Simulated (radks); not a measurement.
Species: neutral chlorine. Configuration: [Ne] 3s2 3p5.

All-electron calculation, Dirac Kohn-Sham, PBE, spin-unpolarised, spherical densities, point nucleus; open shells fill j = l - 1/2 first. Program: a radial shooting solver on a logarithmic mesh with Libxc functionals.

Energy parts (eV):
part                      energy
total                 -12556.322
kinetic                12621.795
electron-nucleus      -29952.890
Hartree                 5538.858
exchange-correlation    -764.085

Orbitals (lengths in bohr, moments of r in powers of bohr):
orbital  occ.  eigenvalue (eV)    <r^2>      <r>
1s1/2       2        -2750.996  0.01114  0.09097
2s1/2       2        -252.6484   0.2344   0.4441
2p1/2       2        -192.7108   0.2049   0.4053
2p3/2       4        -191.0139   0.2071   0.4077
3s1/2       2         -20.6833    2.746    1.536
3p1/2       2          -8.6711    4.074    1.837
3p3/2       3          -8.5474    4.121    1.847

The highest occupied level is 3p3/2 at -8.547 eV. The density falls to 0.001 e/bohr^3 at r = 3.91 bohr. Summed over all electrons, <r^2> = 27.73 bohr^2, which gives a Langevin (diamagnetic) susceptibility term of -22 x 10^-6 cm^3/mol.
